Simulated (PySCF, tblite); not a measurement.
Compound: C₆H₁₁NOSi.
Numbering: `[CH2:1]=[CH:2][CH2:3][NH:4][Si@@H:5]1[CH:6]=[CH:7][CH2:8][O:9]1` (hydrogens: H10, H11 on C1; H12 on C2; H13, H14 on C3; H15 on N4; H16 on Si5; H17 on C6; H18 on C7; H19, H20 on C8)

Jobs on this species (20 atoms, 76 electrons) with PySCF (density fitting) and tblite. Hardware of each: one thread, Arm Neoverse N1 (aarch64) (shared host). The host was shared with other jobs, so the times are rough.

```
level and settings                                                                                                work  basis functions  SCF cycles  wall time
     PBE0/pcSseg-1  shieldings, ring-centre shieldings, charges and field gradients, density and orbital grids written              215           ?          ?
          GFN2-xTB                                                                       Hessian by finite differences                –           –      1.5 s
          GFN2-xTB                                                                                   L-BFGS relaxation                –           –      3.7 s
```

Question: Fill in the missing figures.

Answer: 
- PBE0/pcSseg-1; shieldings, ring-centre shieldings, charges and field gradients, density and orbital grids written: 94 s, 14 SCF cycles

Question: What do all jobs in the table cost together?

Answer: About 99 s; the longest takes about 95 % of that, and about 63 times as long as the shortest.
